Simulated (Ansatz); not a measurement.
CH₄N₂Si (`C1=N[SiH2]N1`). Charge 0, multiplicity 1.

```csv
atom,x (Å),y (Å),z (Å)
C1,-0.769,0.707,0.457
N2,-1.177,-0.513,0.599
Si3,0.291,-0.955,-0.268
N4,0.371,0.810,-0.328
H5,-1.255,1.593,0.877
H6,1.357,-1.594,0.540
H7,0.172,-1.632,-1.582
H8,1.011,1.585,-0.296
```

Task: List the harmonic frequencies (cm⁻¹, unscaled) at PBE0-D4/def2-TZVP in Ansatz. (Estimate.)

Result: Ansatz gave: 245, 422, 601, 649, 671, 693, 776, 927, 975, 1000, 1100, 1248, 1327, 1570, 2243, 2250, 3094, 3659.

Task: Is this a minimum?

Result: Yes, all 18 modes are real.

Task: Give the ideal-gas thermochemistry at 298.15 K and 1 bar (rigid rotor, harmonic oscillator; point group C1, symmetry number 1).

Result: Zero-point energy 140.3 kJ/mol; H(298) − E = 154.3 kJ/mol; entropy 282.6 J/(mol·K), of which translation 162.2, rotation 100.2, vibration 20.1; G(298) − E = 70.1 kJ/mol.
